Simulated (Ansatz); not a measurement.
Breaking the Se1–H2 bond in CH4OSe (SMILES CO[SeH]) (multiplicity 1 held, fragments rigid). Energies count from the point at 1.484 Å.
Geometry at that point (charge 0, multiplicity 1):
```xyz
7

Se    -0.41492    -0.17549     0.59532
H     -1.21020    -1.12833    -0.21770
O      1.00207    -0.07275    -0.52900
C      0.82005     0.78151    -1.65533
H      0.54505     1.79564    -1.35453
H      1.78085     0.80237    -2.17191
H      0.05479     0.38992    -2.33273
```

Restricted levels (R-, RO-) in cc, def2 and unpolarised 6-31G sets keep to the state of the molecule at rest. Unrestricted levels (U-) break spin symmetry where that is lower. Active spaces are followed from a long bond inwards. Levels need not reach the same state.

Cores are frozen in the correlated methods. Filled d and f shells under p-block atoms count as core.

Programs: Ansatz (Gaussian basis) for Hartree–Fock, density functionals and correlated methods. 

**Question.** Predict the energy at R = 4.748 Å from U-HF/cc-pVTZ.

**Answer.** 226 kJ/mol

**Question.** Give the energy at R = 4.748 Å at the level CASSCF(4,3)/cc-pVTZ.

**Answer.** 284 kJ/mol

**Question.** What energy at R = 4.748 Å does R-HF/cc-pVTZ give?

**Answer.** 699 kJ/mol

Doubts at one or more of the structures used: a restricted determinant that unrestricted orbitals would lower (R-HF/cc-pVTZ); a spin-contaminated determinant (U-HF/cc-pVTZ); active orbitals that take no part (CASSCF(4,3)/cc-pVTZ).

Ansatz is an electronic-structure program.
